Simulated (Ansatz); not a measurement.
Two structures of SiAsN2H9, singlet, reached by relaxing down either side of one saddle point (PBE0-D4/def2-TZVP). Energies are electronic, without zero-point energy. Computed with Ansatz 0.2.0 (basis: def2-TZVPP and def2-QZVPP); correlated methods freeze the cores. Filled d shells of the heavier atoms are correlated. The def2 sets are not built for correlating such inner shells, so the correlated values are less sure here. Extrapolation: Hartree–Fock as exp(−7.88 √X), correlation as X^−2.97. First:

Si1  (-1.257, -0.972, 0.272)
N2  (0.130, -0.692, 1.248)
H3  (-0.753, -1.904, -0.780)
H4  (-2.429, -1.622, 0.931)
N5  (-1.854, 0.544, -0.239)
H6  (2.409, 1.497, 0.300)
As7  (1.753, 1.221, -1.040)
H8  (0.808, -1.427, 1.370)
H9  (0.055, -0.119, 2.074)
H10  (-1.274, 1.169, -0.778)
H11  (-2.834, 0.672, -0.425)
H12  (2.324, -0.183, -1.119)
H13  (2.923, 1.815, -1.817)
(Å)

Second:

Si1  (-0.797, 0.069, -0.426)
N2  (1.377, -1.197, 1.541)
H3  (-0.606, -1.399, -0.605)
H4  (-1.016, 0.373, 1.009)
N5  (-2.183, 0.711, -1.239)
H6  (2.129, -1.765, 1.169)
As7  (1.013, 1.168, -1.475)
H8  (0.790, -1.805, 2.099)
H9  (1.793, -0.522, 2.171)
H10  (-2.244, 0.667, -2.244)
H11  (-3.094, 0.607, -0.821)
H12  (2.046, 0.645, -0.494)
H13  (0.791, 2.448, -0.685)
(Å)

(1) Which bonds change from the first to the second?

(2) Give the saddle point's structure and its height above each. (Judge from chemistry; the value comes from the calculation.)

The T1 diagnostic stays at or below 0.012.

## Answers

(1) SiN₂H₆ ([NH2][SiH2][NH2]) + AsH₃ → SiAsNH₆ ([NH2][SiH2][AsH2]) + NH₃; bonds formed: Si1–As7, N2–H6; bonds broken: Si1–N2, H6–As7.

(2) The calculation gives: 134.3 kJ/mol above the first and 98.5 kJ/mol above the second (CCSD(T) at an estimated basis limit (MP2 extrapolated from triple and quadruple zeta, plus CCSD(T) − MP2 in triple zeta)).
Si1  (-0.863, -0.742, 0.015)
N2  (0.466, -0.386, 1.269)
H3  (-0.257, -1.672, -0.954)
H4  (-1.808, -1.530, 0.864)
N5  (-1.744, 0.644, -0.375)
H6  (1.115, 0.135, 0.549)
As7  (1.391, 0.895, -1.498)
H8  (0.912, -1.203, 1.680)
H9  (0.159, 0.246, 2.005)
H10  (-1.392, 1.311, -1.043)
H11  (-2.739, 0.679, -0.228)
H12  (2.461, -0.187, -1.607)
H13  (2.299, 1.810, -0.677)
(Å)

Labels in which every atom is bracketed show which atoms are joined, not bond orders.

For scale, one of the runs: CCSD(T)/def2-TZVPP, 278 basis functions, launched by `ansatz run in.yaml --threads 8 --pin off --events-out ev --progress --plain --max-ram 19148MiB`. Hardware: 8 CPU threads of an Arm Neoverse V2, shared host. Wall time 3.2 min; peak host memory 7.8 GiB.
